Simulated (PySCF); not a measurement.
LaO (SMILES [O]=[La]), doublet, geometry from GFN2-xTB (such geometries of metal compounds can be far from the true shape) (core potentials on La); DF-B3LYP/def2-TZVPD (PySCF).

Here is a job for PySCF.
```python
from pyscf import gto, scf, dft
import numpy

mol = gto.Mole()
mol.atom = '''
    La   -0.00000000   -0.00000000   -0.24883547
    O     0.00000000    0.00000000    1.77295270
'''
mol.basis = 'def2-tzvpd'
mol.ecp = {'La': 'def2-tzvpd'}
mol.spin = 1
mol.verbose = 4
mol.build()
print('smallest overlap eigenvalue', numpy.linalg.eigvalsh(mol.intor('int1e_ovlp'))[0])

mf = dft.UKS(mol)
mf.xc = 'b3lyp'
mf = mf.density_fit(auxbasis='def2-universal-jkfit')
mf = scf.addons.remove_linear_dep_(mf, threshold=1e-5, lindep=1e-5)
mf.kernel()
mf.analyze()
```

Output, abridged:

```
PySCF version 2.14.0

[INPUT] verbose = 4
[INPUT] num. atoms = 2
[INPUT] num. electrons = 19
[INPUT] charge = 0
[INPUT] spin (= nelec alpha-beta = 2S) = 1
[INPUT] symmetry False subgroup None
[INPUT] Mole.unit = angstrom
[INPUT] Symbol           X                Y                Z      unit          X                Y                Z       unit  Magmom
[...]
nuclear repulsion = 23.0328751804696
number of shells = 29
number of NR pGTOs = 118
number of NR cGTOs = 83
basis = def2-tzvpd
ecp = {'La': 'def2-tzvpd'}
input.py:19: DeprecationWarning: remove_linear_dep_ is deprecated and will be removed in a future release. Linear dependency handling is now built into the SCF procedure by default. Linear dependency removal can be controlled using the following settings:
  pyscf.scf.hf.remove_overlap_zero_eigenvalue = True
  pyscf.scf.hf.overlap_zero_eigenvalue_threshold = 1e-6

  mf = scf.addons.remove_linear_dep_(mf, threshold=1e-5, lindep=1e-5)
smallest overlap eigenvalue 0.0013445454492199906

******** <class 'pyscf.df.df_jk.DFUKS'> ********
method = DFUKS
initial guess = minao
damping factor = 0
level_shift factor = 0
DIIS = <class 'pyscf.scf.diis.CDIIS'>
diis_start_cycle = 1
diis_space = 8
diis_damp = 0
SCF conv_tol = 1e-09
SCF conv_tol_grad = None
SCF max_cycles = 50
direct_scf = False
number electrons alpha = 10  beta = 9
XC library pyscf.dft.libxc version 7.1.2
    S. Lehtola, C. Steigemann, M. J. T. Oliveira, and M. A. L. Marques,  SoftwareX 7, 1–5 (2018)
XC functionals = b3lyp
    P. J. Stephens, F. J. Devlin, C. F. Chabalowski, and M. J. Frisch,  J. Phys. Chem. 98, 11623 (1994)
radial grids:
    Treutler-Ahlrichs [JCP 102, 346 (1995); DOI:10.1063/1.469408] (M4) radial grids

becke partition: Becke, JCP 88, 2547 (1988); DOI:10.1063/1.454033
pruning grids: <function nwchem_prune>
grids dens level: 3
symmetrized grids: False
atomic radii adjust function: <function treutler_atomic_radii_adjust>
small_rho_cutoff = 0
Set gradient conv threshold to 3.16228e-05
tot grids = 38792
******** <class 'pyscf.df.df.DF'> ********
auxbasis = def2-universal-jkfit
init E= -100.221149394525

cycle= 1 E= -106.270748487802  delta_E= -6.05  |g|= 1.53  |ddm|= 11.1
cycle= 2 E= -98.123442729705  delta_E= 8.15  |g|= 2.49  |ddm|= 4.15
cycle= 3 E= -105.647520066679  delta_E= -7.52  |g|= 1.57  |ddm|= 3.57
cycle= 4 E= -106.335338915249  delta_E= -0.688  |g|= 0.951  |ddm|= 0.603
cycle= 5 E= -106.837546128219  delta_E= -0.502  |g|= 0.145  |ddm|= 1.05
cycle= 6 E= -106.848412942214  delta_E= -0.0109  |g|= 0.0277  |ddm|= 0.347
cycle= 7 E= -106.848857753508  delta_E= -0.000445  |g|= 0.0232  |ddm|= 0.0803
cycle= 8 E= -106.849108925406  delta_E= -0.000251  |g|= 0.00373  |ddm|= 0.0339
cycle= 9 E= -106.849119450302  delta_E= -1.05e-05  |g|= 0.0011  |ddm|= 0.0127
cycle= 10 E= -106.849121505219  delta_E= -2.05e-06  |g|= 0.000637  |ddm|= 0.00802
cycle= 11 E= -106.849121941948  delta_E= -4.37e-07  |g|= 0.000127  |ddm|= 0.00336
cycle= 12 E= -106.849121965892  delta_E= -2.39e-08  |g|= 3.9e-05  |ddm|= 0.000468
cycle= 13 E= -106.849121971249  delta_E= -5.36e-09  |g|= 1.64e-05  |ddm|= 0.000206
cycle= 14 E= -106.849121971639  delta_E= -3.9e-10  |g|= 2.37e-06  |ddm|= 6.29e-05
Extra cycle  E= -106.849121971648  delta_E= -8.98e-12  |g|= 1.45e-06  |ddm|= 1.03e-05
converged SCF energy = -106.849121971648  <S^2> = 0.75095463  2S+1 = 2.0009544
**** SCF Summaries ****
Total Energy =                        -106.849121971647861
Nuclear Repulsion Energy =              23.032875180469574
One-electron Energy =                 -202.705742653622735
Two-electron Energy =                   72.823745501505286
Two-electron Coulomb Energy =           85.650044041328030
DFT Exchange-Correlation Energy =      -12.826298539822748
**** MO energy ****
                             alpha | beta                alpha | beta
[...]
spin_pop of  0 La 5s        0.00041
spin_pop of  0 La 6s        0.86688
spin_pop of  0 La 7s        0.00461
spin_pop of  0 La 8s       -0.00010
spin_pop of  0 La 9s        0.00009
spin_pop of  0 La 10s        0.00212
spin_pop of  0 La 5px      -0.00005
spin_pop of  0 La 5py      -0.00005
spin_pop of  0 La 5pz       0.00014
spin_pop of  0 La 6px      -0.00083
spin_pop of  0 La 6py      -0.00083
spin_pop of  0 La 6pz       0.00145
spin_pop of  0 La 7px      -0.00014
spin_pop of  0 La 7py      -0.00020
spin_pop of  0 La 7pz       0.00167
spin_pop of  0 La 8px      -0.00034
spin_pop of  0 La 8py      -0.00038
spin_pop of  0 La 8pz       0.03089
spin_pop of  0 La 9px       0.00012
spin_pop of  0 La 9py       0.00013
spin_pop of  0 La 9pz       0.00182
spin_pop of  0 La 5dxy      0.02848
spin_pop of  0 La 5dyz      0.00437
spin_pop of  0 La 5dz^2     0.00000
spin_pop of  0 La 5dxz      0.00000
spin_pop of  0 La 5dx2-y2    0.00317
spin_pop of  0 La 6dxy      0.00023
spin_pop of  0 La 6dyz      0.00011
spin_pop of  0 La 6dz^2    -0.00000
spin_pop of  0 La 6dxz      0.00000
spin_pop of  0 La 6dx2-y2    0.00513
spin_pop of  0 La 7dxy      0.02060
spin_pop of  0 La 7dyz      0.00468
spin_pop of  0 La 7dz^2     0.00000
spin_pop of  0 La 7dxz      0.00000
spin_pop of  0 La 7dx2-y2    0.00061
spin_pop of  0 La 4f-3     -0.00000
spin_pop of  0 La 4f-2     -0.00000
spin_pop of  0 La 4f-1      0.00001
spin_pop of  0 La 4f+0      0.00221
spin_pop of  0 La 4f+1      0.00001
spin_pop of  0 La 4f+2      0.00000
spin_pop of  0 La 4f+3     -0.00000
spin_pop of  1 O 1s        0.00000
spin_pop of  1 O 2s        0.01298
spin_pop of  1 O 3s        0.02168
spin_pop of  1 O 4s        0.00548
spin_pop of  1 O 5s        0.00184
spin_pop of  1 O 6s        0.00035
spin_pop of  1 O 2px      -0.00926
spin_pop of  1 O 2py      -0.00906
spin_pop of  1 O 2pz      -0.00693
spin_pop of  1 O 3px       0.00053
spin_pop of  1 O 3py       0.00042
spin_pop of  1 O 3pz       0.00013
spin_pop of  1 O 4px       0.00011
spin_pop of  1 O 4py       0.00016
spin_pop of  1 O 4pz       0.00079
spin_pop of  1 O 5px       0.00011
spin_pop of  1 O 5py       0.00019
spin_pop of  1 O 5pz       0.00047
spin_pop of  1 O 3dxy     -0.00000
spin_pop of  1 O 3dyz      0.00014
spin_pop of  1 O 3dz^2     0.00022
spin_pop of  1 O 3dxz      0.00010
spin_pop of  1 O 3dx2-y2   -0.00000
spin_pop of  1 O 4dxy     -0.00000
spin_pop of  1 O 4dyz      0.00024
spin_pop of  1 O 4dz^2     0.00078
spin_pop of  1 O 4dxz      0.00020
spin_pop of  1 O 4dx2-y2   -0.00000
spin_pop of  1 O 5dxy     -0.00000
spin_pop of  1 O 5dyz      0.00031
spin_pop of  1 O 5dz^2     0.00070
spin_pop of  1 O 5dxz      0.00028
spin_pop of  1 O 5dx2-y2   -0.00000
spin_pop of  1 O 4f-3     -0.00000
spin_pop of  1 O 4f-2     -0.00000
spin_pop of  1 O 4f-1      0.00000
spin_pop of  1 O 4f+0      0.00002
spin_pop of  1 O 4f+1      0.00000
spin_pop of  1 O 4f+2      0.00000
spin_pop of  1 O 4f+3     -0.00000
In total            10.00000 | 9.00000
Dipole moment(X, Y, Z, Debye): -0.00000, -0.00000, -5.29797
```
